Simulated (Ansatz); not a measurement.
Two isomers of C2H5BFN: A = `BC(=N)CF`, B = `C=C(N)BF`.

Program: Ansatz. Geometries: PBE0-D4/def2-TZVP. ΔE: electronic, gas phase. CBS: MP2 limit from def2 TZ/QZ plus the TZ coupled-cluster correction, frozen cores. Functionals use def2-TZVPP. B3LYP here is the variant with VWN-RPA as its local correlation; programs differ in this. Each species was taken in one conformer, which may not be the lowest.

A:

```xyz
10

B     1.448    0.040   -0.638
C     0.027   -0.392   -0.144
N    -0.204   -1.643   -0.188
C    -0.889    0.617    0.486
F    -0.642    1.869   -0.047
H     2.171    0.621    0.117
H     1.821   -0.259   -1.728
H    -1.086   -1.891    0.270
H    -0.706    0.670    1.565
H    -1.940    0.367    0.308
```

B:

```xyz
10

C     0.697   -0.438    1.136
C     0.099   -0.086   -0.018
N     0.683   -0.166   -1.264
B    -1.361    0.412    0.087
F    -1.975    0.850   -1.008
H     0.140   -0.391    2.061
H     1.727   -0.781    1.190
H     0.267    0.387   -1.992
H     1.687   -0.226   -1.312
H    -1.964    0.440    1.120
```

Q: Which is lower in electronic energy at CCSD(T)/CBS, and by how much? (Best estimate.)

A: The calculation gave: B, by 263.8 kJ/mol.

Q: Give E(B) − E(A) in kJ/mol with MP2/def2-TZVPP, CCSD/def2-TZVPP, PBE-D4, B2PLYP, B3LYP, ωB97M-V, CCSD(T)/def2-SVP. (Estimate.)

A: Ansatz gave: MP2/def2-TZVPP -270.9, CCSD/def2-TZVPP -256.4, PBE-D4 -265.5, B2PLYP -264.8, B3LYP -263.3, ωB97M-V -261.8, CCSD(T)/def2-SVP -255.4. None reverses the order clearly.

Q: Does the order hold for the free energy at 298.15 K (harmonic terms from PBE0-D4)? (An estimate is asked.)

A: The calculation gave: Yes: G(B) − G(A) = -252.8 kJ/mol, for one conformer each.

Largest T1 diagnostic: 0.013.

Leaving LDA and LC-ωPBE aside and taking each functional with its dispersion term where it has one, the values, not all of them listed here, spread over 19.7 kJ/mol, from r2SCAN0-D4 to ωB97X-V. LDA lies −23.1 kJ/mol from PBE without D4. From BLYP to BHLYP (50 % exact exchange), in def2-TZVPP and without D4, E(B) − E(A) moves by −4.3 kJ/mol.
